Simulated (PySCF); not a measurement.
# OsSe₃ at several levels of theory

All levels use the PBE0 minimum (singlet; Os–Se 2.203 Å (×3); Se–Os–Se 120.0° (×3)), basis [Os def2-SVP with ECP60, Se def2-SVP], scalar-relativistic core potentials, density fitting, no spin–orbit coupling, PySCF. For vertical energies the ionised species is a doublet (spins chosen at PBE0 and kept) and the electron-attached one a doublet. Atomisation goes to high-spin ground-configuration atoms, without zero-point energy. Open shells are unrestricted, also as the reference of the correlated levels. A dash marks a value that was not computed or is not defined at that level.

| level | atomisation (kJ/mol) | vertical IP (eV) | vertical EA (eV) | −ε(HOMO) (eV) | gap (eV) |
| --- | --- | --- | --- | --- | --- |
| PBE0 | 1108 | 8.92 | 2.52 | 7.13 | 2.97 |
| HF | 170 | 8.02 | 2.77 | 9.20 | 7.98 |
| MP2 | – | ? | ? | – | – |
| PBE | ? | ? | ? | ? | ? |
| r2SCAN | – | 8.95 | – | 6.45 | 1.56 |

(1) Fill in the row of PBE.

(2) Fill in the row of MP2.

Answers

(1) atomisation (kJ/mol) 1287, vertical IP (eV) 8.89, vertical EA (eV) 2.14, −ε(HOMO) (eV) 6.12, gap (eV) 1.38.

(2) vertical IP (eV) 10.06, vertical EA (eV) 0.91.

Spin contamination in at least one species weakens the values at: HF, MP2.

Without diffuse functions attachment energies tend to come out too low.

With an element this heavy the missing spin–orbit coupling can shift these numbers.
